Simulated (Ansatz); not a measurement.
A run for Ansatz (a quantum-chemistry and plane-wave program): R-CCSD(T)/def2-TZVPPD on H4OSi (SMILES O[SiH3]) with ghost functions, monomers drawn apart or pushed together. Files ending in .json are basis or fitting sets from the Basis Set Exchange.

Ansatz 0.2 input:
```yaml
crystal:
  periodic: [false, false, false]
  atoms:
    - {symbol: O, position_ang: [-0.60010018, -0.28297760, 3.70630457]}
    - {symbol: Si, position_ang: [0.25236157, 0.97436574, 4.38221132]}
    - {symbol: H, position_ang: [-1.19775485, -0.79519372, 4.25692425]}
    - {symbol: H, position_ang: [-0.66421618, 1.99194126, 4.94765810]}
    - {symbol: H, position_ang: [1.03993229, 1.54370049, 3.27408284]}
    - {symbol: H, position_ang: [1.14484615, 0.48921365, 5.46078351]}
basis:
  gaussian:
    orbitals: def2-TZVPPD.json
    ghost_atoms:
      - {symbol: I, position_ang: [-0.42323705, -1.16969828, -0.63275226]}
      - {symbol: H, position_ang: [-0.57646191, -0.96017161, 0.97324933]}
magnetization: {spin_polarized: false}
correlation: {method: ccsd_t, electrons: outside_noble_gas}
scf: {lower_state_search: off}
```

The head of its log:

```
Functional definition: HF
[...]
these checks for a lower state are left out or cut short: stability, starts, cluster_reference, orbital_swaps, neighbouring_geometries, increment
integrals: 1.23 GiB planned
1321 factors; integrals over basis functions are off by at most 1.1e-3 eV
mean field: 0.57 GiB planned
mean field evaluation 1: about -9962.7044 eV, gradient 3.5e1 eV
mean field evaluation 2: about -9962.7056 eV, gradient 3.5e1 eV
mean field evaluation 4: about -9965.0798 eV, gradient 2.4e0 eV
mean field evaluation 8: about -9965.1043 eV, gradient 7.7e-2 eV
mean field -9965.10429674 eV, -366.2108283150 hartree, gradient 7.3e-7 eV, S^2 0.000000; 0 other end points of the search recorded, 0 dependent functions left out
6 core orbitals not correlated
reference -9965.10429674 eV, -366.2108283150 hartree; 7, 7 occupied and 219, 219 virtual orbitals, 1321 factors
```

Task: Give the final energy of this run.

Result: -366.6262 hartree (reference determinant -366.2108, T1 diagnostic 0.011).
